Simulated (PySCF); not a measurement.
**Vibration and rotation of SbCl**

PBE0 constants of SbCl, ³Σ⁻ (triplet), unpaired electrons π ↑↑ (PySCF, scalar-relativistic core potentials, basis sets Sb cc-pVTZ-PP with ECP28, Cl cc-pV(T+d)Z; masses 120.9038 and 34.9689 u):

- ωe: 375.1 cm⁻¹
- ωexe: 1.14 cm⁻¹
- Be: 0.11313 cm⁻¹
- αe: 0.000480 cm⁻¹
- D (centrifugal): 4.12e-08 cm⁻¹
- De to Sb + Cl: 3.19 eV

Task: Give the vibrational terms G(v) and spacings up to v = 6.

Result: G(v) = ωe(v+½) − ωexe(v+½)².

```csv
v,G(v) (cm⁻¹),G(v) − G(v−1),Bv (cm⁻¹)
0,187.3,,0.1129
1,560.1,372.8,0.1124
2,930.6,370.5,0.1119
3,1298.9,368.3,0.1114
4,1664.9,366.0,0.1110
5,2028.6,363.7,0.1105
6,2390.0,361.4,0.1100
```

Task: How well does the Morse estimate ωe²/(4ωexe) reproduce De, and what is D0?

Result: It gives 3.83 eV, 120 % of the computed De. D0 = De − G(0) = 3.19 − 0.02 = 3.17 eV.

Spin–orbit coupling is left out, which matters for elements this heavy, above all for dissociation energies. The state is the lowest determinant that a PBE0 search found; another state may lie lower at other levels.
